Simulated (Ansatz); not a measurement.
SiHMe2(NiPr2) (C₈H₂₁NSi), 31 atoms. Hardware: 4 threads of Intel Xeon on a shared host.

Correlated methods freeze 14 core orbitals.

How many basis functions does each of these Ansatz runs have, and roughly what does it cost? HF/6-31G, charge 0 singlet, energy; PBE0-D4/def2-TZVP, charge 0 singlet, energy, from earlier orbitals; PBE0-D4/def2-SVP, charge 0 singlet, energy, from earlier orbitals; PBE-D4/def2-TZVP, charge 0 singlet, energy, from earlier orbitals; r2SCAN-D4/def2-TZVP, charge 0 triplet at the geometry of the charge 0 singlet, energy, from earlier orbitals; r2SCAN-D4/def2-SVP, charge 0 singlet, relaxation, 4 steps; HF/def2-TZVP, charge 1 doublet at the geometry of the charge 0 singlet, energy, from earlier orbitals; RPA@PBE/def2-SVP, charge 0 singlet, energy, from earlier orbitals; B3LYP-D4/6-31G, charge 0 singlet, energy; PBE0-D4/def2-TZVP, charge 1 doublet at the geometry of the charge 0 singlet, energy; MP2/def2-SVP, charge 0 singlet, energy, from earlier orbitals; PBE-QIDH/def2-TZVP, charge 0 singlet, energy, from earlier orbitals.

Other jobs shared the machine, so times can vary by a factor of up to 3. A dash marks memory too small to be measured apart from the calling script's.

```tsv
run	functions	fitting or Cholesky vectors	wall time	peak host memory (GiB)
HF/6-31G, charge 0 singlet, energy	136	1960	7.5 s	–
B3LYP-D4/6-31G, charge 0 singlet, energy	136	1960	12 s	–
PBE0-D4/def2-SVP, charge 0 singlet, energy, from earlier orbitals	249	2850	23 s	1.3
MP2/def2-SVP, charge 0 singlet, energy, from earlier orbitals	249	2576	24 s	0.9
PBE-D4/def2-TZVP, charge 0 singlet, energy, from earlier orbitals	442	2771	28 s	1.1
RPA@PBE/def2-SVP, charge 0 singlet, energy, from earlier orbitals	249	2576	31 s	0.9
PBE0-D4/def2-TZVP, charge 0 singlet, energy, from earlier orbitals	442	2787	50 s	2.2
r2SCAN-D4/def2-SVP, charge 0 singlet, relaxation, 4 steps	249	2850	64 s	–
HF/def2-TZVP, charge 1 doublet at the geometry of the charge 0 singlet, energy, from earlier orbitals	442	3278	97 s	2.8
PBE0-D4/def2-TZVP, charge 1 doublet at the geometry of the charge 0 singlet, energy	442	3051	97 s	3.2
PBE-QIDH/def2-TZVP, charge 0 singlet, energy, from earlier orbitals	442	3051	1.7 min	2.8
r2SCAN-D4/def2-TZVP, charge 0 triplet at the geometry of the charge 0 singlet, energy, from earlier orbitals	442	2771	1.7 min	1.5
```
